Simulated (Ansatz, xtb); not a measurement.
**Isomers of C7H4N2O in order of energy**

3 gas-phase structures of C7H4N2O, from a drawn sample of its isomers (lower ones may exist). Each was relaxed with GFN2-xTB:

A. `C#Cc1cncc(C=O)n1`, a singlet
B. `C#Cc1cnc(C=O)cn1`, a singlet
C. `C#Cc1nccnc1C=O`, a singlet

Problem. Which do you expect lowest at r2SCAN-D4/def2-SVP, and how would the others follow?

Solution. Calculated order at r2SCAN-D4/def2-SVP: B (0.0), A (0.6), C (2.8) kcal/mol. Less than 1 kcal/mol parts B and A, so the order within that pair means little.

Energies above the lowest of each column, in kcal/mol; the last columns are at B3LYP/def2-SVP geometries:

```csv
structure,GFN2-xTB,HF/STO-3G,r2SCAN-D4/def2-SVP,B3LYP/def2-SVP,CCSD(T)/def2-SVP + ΔMP2/def2-TZVPP
B,0.0,0.2,0.0,0.0,0.0
A,0.5,0.0,0.6,0.5,0.1
C,0.7,1.9,2.8,3.2,3.0
```

Every level run on B puts it lowest or level with the lowest. Flexible structures stand in one conformer each, not always the lowest. ΔMP2 is the change of the MP2 energy from the smaller to the larger basis.

Programs: Ansatz 0.2.0, xtb 6.7.1.
